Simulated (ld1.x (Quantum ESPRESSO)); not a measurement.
# How hard is this bromine PAW potential?

ld1.x (Quantum ESPRESSO) 7.5 input, shortened:

```
&input
   title='Br', zed=35., rel=1, dft='WC', iswitch=3,
   config='[Ar] 3d10 4s2 4p5'
 /
 &inputp
   pseudotype=3, lpaw=.true., tm=.true., lloc=-2, rcloc=1.40,
   nlcc=.true., new_core_ps=.true.,
   which_augfun='BESSEL', rmatch_augfun=0.85
 /
6
4S  1  0   2.00   0.00  1.10  1.50  0.0
4S  1  0   0.00  -1.10  1.10  1.50  0.0
4P  2  1   5.00   0.00  1.60  1.85  0.0
4P  2  1   0.00   0.50  1.60  1.85  0.0
3D  3  2  10.00   0.00  1.10  1.30  0.0
3D  3  2   0.00  -3.00  1.10  1.30  0.0
 &test
   configts(1)='3d10 4s2 4p5'
 /
```

The pseudo-atom Hamiltonian at the reference potential is diagonalised in spherical Bessel functions j_l(qr) that vanish at 20 bohr, with q² up to the cutoff. All-electron valence levels (Ry): 4s -1.4814, 4p -0.5774, 3d -4.9037.

Question: How do the lowest levels (Ry) of each channel move with the cutoff, and are there ghosts?

Answer:

```json
{"cutoff (Ry)": "8", "s #1": "-1.4567", "p #1": "-0.5425", "d #1": "-1.1383", "d #2": "0.0730", "f #1": "0.1179", "f #2": "0.2509", "Σ f·Δε (mRy)": "37877.9"}
{"cutoff (Ry)": "12", "s #1": "-1.4721", "p #1": "-0.5699", "d #1": "-2.7805", "d #2": "0.0724", "f #1": "0.1179", "f #2": "0.2509", "Σ f·Δε (mRy)": "21288.0"}
{"cutoff (Ry)": "18", "s #1": "-1.4805", "p #1": "-0.5766", "d #1": "-4.0665", "d #2": "0.0721", "f #1": "0.1179", "f #2": "0.2509", "Σ f·Δε (mRy)": "8378.1"}
{"cutoff (Ry)": "30", "s #1": "-1.4809", "p #1": "-0.5773", "d #1": "-4.7217", "d #2": "0.0719", "f #1": "0.1179", "f #2": "0.2509", "Σ f·Δε (mRy)": "1821.4"}
{"cutoff (Ry)": "40", "s #1": "-1.4813", "p #1": "-0.5774", "d #1": "-4.8646", "d #2": "0.0718", "f #1": "0.1179", "f #2": "0.2509", "Σ f·Δε (mRy)": "391.6"}
{"cutoff (Ry)": "50", "s #1": "-1.4813", "p #1": "-0.5774", "d #1": "-4.8952", "d #2": "0.0718", "f #1": "0.1179", "f #2": "0.2509", "Σ f·Δε (mRy)": "85.6"}
{"cutoff (Ry)": "60", "s #1": "-1.4813", "p #1": "-0.5774", "d #1": "-4.9017", "d #2": "0.0717", "f #1": "0.1179", "f #2": "0.2509", "Σ f·Δε (mRy)": "20.7"}
{"cutoff (Ry)": "80", "s #1": "-1.4814", "p #1": "-0.5774", "d #1": "-4.9030", "d #2": "0.0716", "f #1": "0.1179", "f #2": "0.2509", "Σ f·Δε (mRy)": "7.1"}
{"cutoff (Ry)": "110", "s #1": "-1.4814", "p #1": "-0.5774", "d #1": "-4.9036", "d #2": "0.0713", "f #1": "0.1179", "f #2": "0.2509", "Σ f·Δε (mRy)": "1.1"}
{"cutoff (Ry)": "140", "s #1": "-1.4814", "p #1": "-0.5774", "d #1": "-4.9036", "d #2": "0.0713", "f #1": "0.1179", "f #2": "0.2509", "Σ f·Δε (mRy)": "0.6"}
{"cutoff (Ry)": "180", "s #1": "-1.4814", "p #1": "-0.5774", "d #1": "-4.9037", "d #2": "0.0713", "f #1": "0.1179", "f #2": "0.2509", "Σ f·Δε (mRy)": "0.2"}
{"cutoff (Ry)": "400", "s #1": "-1.4814", "p #1": "-0.5774", "d #1": "-4.9037", "d #2": "0.0713", "f #1": "0.1179", "f #2": "0.2509", "Σ f·Δε (mRy)": "0.0"}
```

Result: no extra level below or beside the all-electron valence levels (s, p, d, f tested); 10 mRy is reached at 70 Ry and 1 mRy at 140 Ry.

Test run stopped at test 3 of 7 (negative rho).
